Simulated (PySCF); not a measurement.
## Atomic charges by several schemes

Compound: C4H11NOSi3.
Cartesian coordinates in Å at the GFN2-xTB level; atoms count from 1:
```xyz
20
C4H11NOSi3 angstrom
Si    -3.9014   -0.7108   -0.2290
N     -2.1747   -0.8177   -0.1360
Si    -1.0614    0.3787    0.4329
C     -0.4440    1.6628   -0.8132
C      0.8786    1.5403   -0.9357
C      1.5029    0.4742   -0.1474
O      2.8386    0.3466   -0.2628
Si     3.9082   -0.6669    0.4210
C      0.6846   -0.2791    0.5996
H     -4.3615   -0.2530    1.0791
H     -4.3611   -2.0643   -0.5424
H     -4.3467    0.2256   -1.2677
H     -1.7596   -1.5401   -0.7028
H     -1.6240    0.9905    1.6372
H     -0.9977    2.4141   -1.3514
H      1.5139    2.1482   -1.5644
H      3.9083   -0.5199    1.8778
H      5.1258   -0.1829   -0.2109
H      3.6035   -2.0579    0.0789
H      1.0625   -1.0776    1.2134
```

Density: PBE0/pcSseg-1 (PySCF); schemes: Mulliken, IAO, Hirshfeld and ESP-fitted. Isolated species at its GFN2-xTB geometry (one conformer only).

Tabulate the Mulliken, IAO, Hirshfeld and ESP-fitted charges.

In e; atoms taken as equivalent share a row and are averaged (×n: the atom named and its like, n in all):

```json
{"atom": "Si1", "environment": "SiH3 silicon", "Mulliken": "+0.623", "IAO": "+0.755", "Hirshfeld": "+0.354", "ESP-fitted": "+0.496"}
{"atom": "N2", "environment": "nitrogen bridging silicon atoms", "Mulliken": "-0.824", "IAO": "-0.928", "Hirshfeld": "-0.327", "ESP-fitted": "-0.773"}
{"atom": "Si3", "environment": "SiH silicon", "Mulliken": "+1.028", "IAO": "+1.027", "Hirshfeld": "+0.383", "ESP-fitted": "+0.823"}
{"atom": "C4", "environment": "alkene CH carbon", "Mulliken": "-0.375", "IAO": "-0.451", "Hirshfeld": "-0.145", "ESP-fitted": "-0.481"}
{"atom": "C5", "environment": "alkene CH carbon", "Mulliken": "-0.115", "IAO": "-0.144", "Hirshfeld": "-0.050", "ESP-fitted": "-0.206"}
{"atom": "C6", "environment": "vinylic carbon bearing oxygen", "Mulliken": "+0.235", "IAO": "+0.226", "Hirshfeld": "+0.082", "ESP-fitted": "+0.607"}
{"atom": "O7", "environment": "silyl ether oxygen", "Mulliken": "-0.612", "IAO": "-0.581", "Hirshfeld": "-0.189", "ESP-fitted": "-0.469"}
{"atom": "Si8", "environment": "oxygen-bound silicon", "Mulliken": "+0.679", "IAO": "+0.872", "Hirshfeld": "+0.393", "ESP-fitted": "+0.599"}
{"atom": "C9", "environment": "alkene CH carbon", "Mulliken": "-0.472", "IAO": "-0.561", "Hirshfeld": "-0.203", "ESP-fitted": "-0.818"}
{"atom": "H10/H11/H12", "environment": "Si–H hydrogen", "Mulliken": "-0.106", "IAO": "-0.138", "Hirshfeld": "-0.081", "ESP-fitted": "-0.104"}
{"atom": "H13", "environment": "N–H hydrogen", "Mulliken": "+0.223", "IAO": "+0.274", "Hirshfeld": "+0.118", "ESP-fitted": "+0.371"}
{"atom": "H14", "environment": "Si–H hydrogen", "Mulliken": "-0.082", "IAO": "-0.131", "Hirshfeld": "-0.075", "ESP-fitted": "-0.121"}
{"atom": "H15", "environment": "vinylic hydrogen", "Mulliken": "+0.109", "IAO": "+0.158", "Hirshfeld": "+0.044", "ESP-fitted": "+0.207"}
{"atom": "H16", "environment": "vinylic hydrogen", "Mulliken": "+0.096", "IAO": "+0.157", "Hirshfeld": "+0.050", "ESP-fitted": "+0.159"}
{"atom": "H17/H18/H19", "environment": "Si–H hydrogen", "Mulliken": "-0.102", "IAO": "-0.136", "Hirshfeld": "-0.075", "ESP-fitted": "-0.110"}
{"atom": "H20", "environment": "vinylic hydrogen", "Mulliken": "+0.112", "IAO": "+0.151", "Hirshfeld": "+0.034", "ESP-fitted": "+0.247"}
```

Mean size of the charges over all atoms: IAO 0.362 e, ESP-fitted 0.351 e, Mulliken 0.311 e, Hirshfeld 0.146 e. Each set sums to the total charge, 0, to within 0.001 e. The Mulliken scheme counts on each atom the diagonal of the density matrix times the overlap matrix over that atom's basis functions. The ESP scheme fits charges at the nuclei, held to the total charge, to the electrostatic potential on points at 1.4 to 2.0 times the van der Waals radii.

Some averages cover members that differ in this geometry: H10/H11/H12, IAO -0.155 to -0.128 e.

Lowest charge. The schemes don't all agree: Mulliken N2 (-0.824); IAO N2 (-0.928); Hirshfeld N2 (-0.327); ESP-fitted C9 (-0.818).

Highest charge. The schemes don't all agree: Mulliken Si3 (+1.028); IAO Si3 (+1.027); Hirshfeld Si8 (+0.393); ESP-fitted Si3 (+0.823).

Sum the charges by element, for elements with more than one atom.

| element | atoms | Mulliken | IAO | Hirshfeld | ESP-fitted |
| --- | --- | --- | --- | --- | --- |
| Si | 3 | +2.330 | +2.654 | +1.130 | +1.918 |
| C | 4 | -0.727 | -0.930 | -0.316 | -0.899 |
| H | 11 | -0.166 | -0.215 | -0.298 | +0.223 |

How closely do the schemes follow one another over all atoms?

Correlation coefficient and root-mean-square difference: Mulliken with IAO 0.99, 0.071 e; IAO with Hirshfeld 0.99, 0.288 e; Mulliken with Hirshfeld 0.97, 0.243 e; IAO with ESP-fitted 0.95, 0.152 e; Mulliken with ESP-fitted 0.94, 0.145 e; Hirshfeld with ESP-fitted 0.92, 0.272 e.

How many electrons does the Mulliken scheme count on Si1?

Z − q = 14 − (+0.623) = 13.377.

These values come from a run that also computed NMR shieldings. Time: 99 s of wall time; peak memory 0.97 GiB. Hardware: an Arm Neoverse N1 with one thread, shared host with 64 logical CPUs at a one-minute load of 61.
